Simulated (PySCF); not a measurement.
**Basis-set dependence of population analyses: `O=CO[SiH2]N[SiH3]`**

Compound: CH7NO2Si2.
Numbering: `[O:1]=[CH:2][O:3][SiH2:4][NH:5][SiH3:6]` (hydrogens: H7 on C2; H8, H9 on Si4; H10 on N5; H11, H12, H13 on Si6)

PBE0 throughout (PySCF), one geometry, spherical d and f functions. One conformer (not necessarily the lowest) at the PBE0-D3(BJ)/def2-SVP geometry, without solvent, vibrations or thermal averaging. The first 7 of 10 kinds of atom are listed.

Mulliken charges (e):

```csv
basis,functions,O1,C2,O3,Si4,N5,Si6,H7
STO-3G,45,-0.253,+0.148,-0.330,+0.818,-0.659,+0.640,+0.066
6-31G,76,-0.394,+0.374,-0.642,+1.039,-1.141,+0.757,+0.182
pcSseg-0,76,-0.489,+0.500,-0.773,+1.106,-1.283,+0.712,+0.229
6-31G*,106,-0.405,+0.388,-0.534,+0.750,-0.877,+0.504,+0.163
cc-pVDZ,127,-0.254,+0.276,-0.367,+0.512,-0.407,+0.322,+0.038
def2-SVP,127,-0.270,+0.303,-0.427,+0.660,-0.565,+0.473,+0.040
aug-cc-pVDZ,209,-0.415,+0.756,-0.634,+0.312,-0.485,-0.407,-0.276
"6-311+G(2d,p)",220,-0.398,+0.363,-0.540,+0.924,-1.017,+0.586,+0.128
def2-TZVP,240,-0.315,+0.236,-0.302,+0.425,-0.524,+0.240,+0.104
cc-pVTZ,286,-0.305,+0.243,-0.270,+0.343,-0.277,+0.197,+0.071
IGLO-III,298,-0.450,+0.376,-0.499,+1.011,-0.677,+0.801,+0.094
pcSseg-2,328,-0.407,+0.441,-0.476,+0.877,-0.737,+0.713,+0.050
```

IAO charges (e):

| basis | functions | O1 | C2 | O3 | Si4 | N5 | Si6 | H7 |
| --- | --- | --- | --- | --- | --- | --- | --- | --- |
| STO-3G | 45 | -0.270 | +0.146 | -0.403 | +0.938 | -0.802 | +0.721 | +0.097 |
| 6-31G | 76 | -0.420 | +0.346 | -0.544 | +0.906 | -0.858 | +0.586 | +0.146 |
| pcSseg-0 | 76 | -0.418 | +0.356 | -0.543 | +0.932 | -0.864 | +0.585 | +0.133 |
| 6-31G* | 106 | -0.440 | +0.409 | -0.583 | +1.041 | -0.915 | +0.718 | +0.124 |
| cc-pVDZ | 127 | -0.432 | +0.403 | -0.577 | +1.028 | -0.909 | +0.710 | +0.123 |
| def2-SVP | 127 | -0.433 | +0.404 | -0.576 | +1.046 | -0.910 | +0.729 | +0.119 |
| aug-cc-pVDZ | 209 | -0.452 | +0.412 | -0.583 | +1.034 | -0.924 | +0.711 | +0.131 |
| 6-311+G(2d,p) | 220 | -0.454 | +0.414 | -0.591 | +1.068 | -0.946 | +0.746 | +0.132 |
| def2-TZVP | 240 | -0.452 | +0.418 | -0.594 | +1.082 | -0.950 | +0.757 | +0.129 |
| cc-pVTZ | 286 | -0.449 | +0.416 | -0.590 | +1.068 | -0.942 | +0.741 | +0.128 |
| IGLO-III | 298 | -0.453 | +0.415 | -0.593 | +1.079 | -0.951 | +0.754 | +0.131 |
| pcSseg-2 | 328 | -0.453 | +0.417 | -0.594 | +1.080 | -0.950 | +0.755 | +0.130 |

Task: Which scheme is steadiest as the basis changes?

Result: Largest range over the bases for any column: IAO 0.27 e, Mulliken 1.21 e. IAO charges move least and Mulliken charges most, counted in e. Without the minimal STO-3G basis the ranges are IAO 0.18, Mulliken 1.21 e.

Task: How much do the charges still move between the two largest bases, IGLO-III and pcSseg-2?

Result: At most, over all atoms: Mulliken 0.133 e, IAO 0.002 e.

Task: What do the same runs give for the total energy, the frontier levels and the dipole moment?

Result: 
| basis | energy (Eh) | HOMO (eV) | LUMO (eV) | μ (D) |
| --- | --- | --- | --- | --- |
| STO-3G | -816.0644 | -3.97 | 4.09 | 2.34 |
| 6-31G | -825.8518 | -7.63 | 0.02 | 2.50 |
| pcSseg-0 | -824.7827 | -7.76 | -0.02 | 2.39 |
| 6-31G* | -826.0236 | -7.73 | 0.30 | 2.51 |
| cc-pVDZ | -826.0709 | -7.72 | 0.23 | 2.41 |
| def2-SVP | -825.7031 | -7.84 | 0.10 | 2.44 |
| aug-cc-pVDZ | -826.0954 | -7.92 | -0.47 | 2.52 |
| 6-311+G(2d,p) | -826.1714 | -7.98 | -0.41 | 2.54 |
| def2-TZVP | -826.2014 | -7.96 | -0.13 | 2.55 |
| cc-pVTZ | -826.1918 | -7.92 | -0.05 | 2.48 |
| IGLO-III | -826.2041 | -7.96 | -0.21 | 2.55 |
| pcSseg-2 | -826.2138 | -8.00 | -0.23 | 2.55 |

The dipole is fixed by the density alone, so its range of 0.21 D shows that the density itself changes with the basis, not only its division among atoms.
